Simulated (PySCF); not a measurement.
# Electronic structure of Cu(26+) (copper, charge +26) at the UHF level

Configuration: [He] 2s1, 2S determinant. Computed with PySCF 2.14 in an uncontracted even-tempered set (19 s from 7 bohr⁻², ratio 2.2; 8 p from 11 bohr⁻², ratio 2.4; 5 d from 33 bohr⁻², ratio 2.4; 5 f from 49 bohr⁻², ratio 2.4; 4 g from 74 bohr⁻², ratio 2.4), with the spin-free X2C one-electron Hamiltonian (Gaussian nucleus).

```
Total energy             : -927.254676 hartree
One-electron energy      : -956.8766 hartree
Hartree (Coulomb) energy : 50.7110 hartree
Exchange energy          : -21.0892 hartree
⟨S²⟩                     : 0.7500
⟨L²⟩                     : 0.000
Sum of ⟨r⟩               : 0.3154 bohr
Sum of ⟨r²⟩              : 0.06003 bohr²
```

```tsv
shell	electrons	mean orbital energy (eV)	rms radius, mean of both spins (bohr)
1s α	1	-10927.6	0.0595
1s β	1	-10910.3	0.0595
2s α	1	-2587.9	0.230
```

Densities and radii are taken from the X2C orbitals without a picture-change correction, which distorts them close to the nucleus.
